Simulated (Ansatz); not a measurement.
`BCC(C)N` + `CB(N)N` → `BNB(C)N` + `CC(C)N`  (ligand exchange at a B–C bond)

Computed with Ansatz on PBE0-D4/def2-TZVP structures; ΔE is electronic, products minus reactants. CBS: MP2 limit from def2 TZ/QZ plus the TZ coupled-cluster correction, frozen cores. Functionals use def2-TZVPP. B3LYP here is the variant with VWN-RPA as its local correlation; programs differ in this. Each species was taken in one conformer, which may not be the lowest.

`BCC(C)N`:

Cartesian coordinates in Å:
```
B 1.915 -0.339 0.902
C 0.506 -0.819 0.483
C -0.558 0.225 0.184
C -0.219 0.995 -1.088
N -1.870 -0.413 0.159
H 2.111 0.791 1.256
H 2.829 -1.113 0.940
H 0.555 -1.567 -0.322
H 0.185 -1.410 1.362
H -0.572 0.937 1.019
H -0.979 1.751 -1.304
H -0.168 0.314 -1.944
H 0.745 1.505 -1.004
H -2.588 0.263 -0.075
H -1.892 -1.120 -0.569
```

`CB(N)N`:

Cartesian coordinates in Å:
```
C -1.062 -0.855 0.185
B 0.170 0.114 -0.028
N 0.877 0.611 1.093
N 0.543 0.500 -1.339
H -1.204 -1.542 -0.653
H -0.970 -1.457 1.093
H -1.987 -0.275 0.281
H 1.646 1.254 1.039
H 0.636 0.352 2.032
H 0.061 0.162 -2.151
H 1.290 1.136 -1.551
```

`BNB(C)N`:

```xyz
13

B    -0.457    0.054    2.151
N    -0.519    0.481    0.823
B     0.129   -0.080   -0.360
C    -0.111    0.612   -1.756
N     0.942   -1.210   -0.238
H    -1.062    0.646    2.999
H     0.203   -0.905    2.442
H    -1.089    1.294    0.642
H     0.199    1.662   -1.728
H     0.423    0.132   -2.579
H    -1.176    0.613   -2.010
H     1.405   -1.625   -1.025
H     1.113   -1.674    0.638
```

`CC(C)N`:

Z-matrix (Å, degrees):
```
C
C 1 1.517
H 1 1.094 2 111.2
H 1 1.093 2 110.1 3 119.6
H 1 1.092 2 111.0 3 -119.9
C 2 1.517 1 111.4 3 179.9
N 2 1.458 1 108.8 3 -60.1
H 2 1.104 1 107.8 3 61.7
H 6 1.094 2 111.2 1 -179.8
H 6 1.092 2 111.0 1 -59.9
H 6 1.093 2 110.1 1 60.5
H 7 1.013 2 110.6 1 60.0
H 7 1.013 2 110.6 1 178.4
```

(1) Is it downhill or uphill in electronic energy at CCSD(T)/CBS, and by how much? (Estimate.)

(2) What do these levels give: PBE-D4, r2SCAN-D4, PBE0-D4, ωB97X-V, B2PLYP, r2SCAN, PBE0, B3LYP, HF/def2-TZVPP, CCSD/def2-TZVPP, SCS-MP2/def2-QZVPP, MP2/CBS(def2)? (Estimate.)

Largest T1 diagnostic among the species: 0.012.

Results:

(1) Ansatz gave: Downhill: ΔE = -32.3 kcal/mol.

(2) Ansatz gave: PBE-D4 -31.9, r2SCAN-D4 -32.1, PBE0-D4 -31.7, ωB97X-V -31.5, B2PLYP -33.0, r2SCAN -32.2, PBE0 -31.8, B3LYP -32.8, HF/def2-TZVPP -32.4, CCSD/def2-TZVPP -32.5, SCS-MP2/def2-QZVPP -32.6, MP2/CBS(def2) -32.3 kcal/mol.
